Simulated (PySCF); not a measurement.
Orbital energies and ionisation energy

Species: F3Si(SH), F3HSSi.
Cartesian coordinates in Å at the PBE0-D3(BJ)/def2-SVP level; atoms count from 1:
```xyz
6
F3HSSi angstrom
F     -1.2050   -0.1475    1.2378
Si    -0.4150   -0.1675   -0.1526
F     -0.8779    1.1489   -0.9340
F     -0.8901   -1.4478   -0.9783
S      1.6635   -0.2869    0.0738
H      1.7308    0.9048    0.7102
```

Level: CAM-B3LYP/def2-SVPD (PySCF). Frontier orbitals with their largest atomic shares (Löwdin; up to four atoms above 4 %):

```csv
orbital,ε (eV),main atoms
HOMO−3,-14.05,"F1 37 %, F3 36 %, F4 27 %"
HOMO−2,-13.82,"S5 42 %, F4 28 %, H6 19 %, Si2 6 %"
HOMO−1,-12.13,"S5 66 %, Si2 13 %, F3 7 %, F1 6 %"
HOMO,-10.06,?
LUMO,0.18,"S5 41 %, Si2 30 %, H6 16 %, F4 5 %"
LUMO+1,0.87,"S5 53 %, H6 17 %, Si2 16 %, F3 5 %"
LUMO+2,1.54,"S5 62 %, Si2 13 %, F4 8 %, F1 6 %"
```

**Question.** What vertical ionisation energy does ΔSCF give, and how far is −ε(HOMO) from it?

**Answer.** ΔSCF: 11.31 eV (1091 kJ/mol; threshold wavelength 110 nm); ⟨S²⟩ of the doublet left behind is 0.754, against 0.75 for a pure doublet. −ε(HOMO) is 10.06 eV, 1.25 eV below it. In exact Kohn–Sham theory the two would be equal; CAM-B3LYP (range-separated hybrid) falls short of its own ΔSCF value by 11 %. Holes in the HOMO−1 and HOMO−2 were tried too where these lie within 1.2 eV of the HOMO; the lowest converged state counts.

**Question.** On which atoms does the HOMO lie?

**Answer.** S5 (sulfur bonded to Si and H) 81 %, Si2 (fluorine-bound silicon) 8 %, H6 (S–H hydrogen) 6 %, so more than half of it is on one atom. The HOMO−1 lies 2.07 eV lower.

**Question.** With α = 42.9 au, estimate the like-pair dispersion coefficient by London's formula C6 = (3/4)α²I.

**Answer.** I = 0.4155 Eh, so C6 ≈ 575 au, a rough estimate.

**Question.** What kinetic energy would electrons from this vertical process carry with He I light (21.218 eV)?

**Answer.** 21.22 − 11.31 = 9.91 eV.

**Question.** Shift the occupied levels rigidly so that −ε(HOMO) equals the ΔSCF value. What binding energies result?

**Answer.** The shift is +1.25 eV: HOMO 11.31, HOMO−1 13.38, HOMO−2 15.07, HOMO−3 15.30 eV. A rigid shift is only a rough guide to the deeper ionisations.

Geometry: PBE0-D3(BJ)/def2-SVP; no solvent, vibrations or thermal averaging.
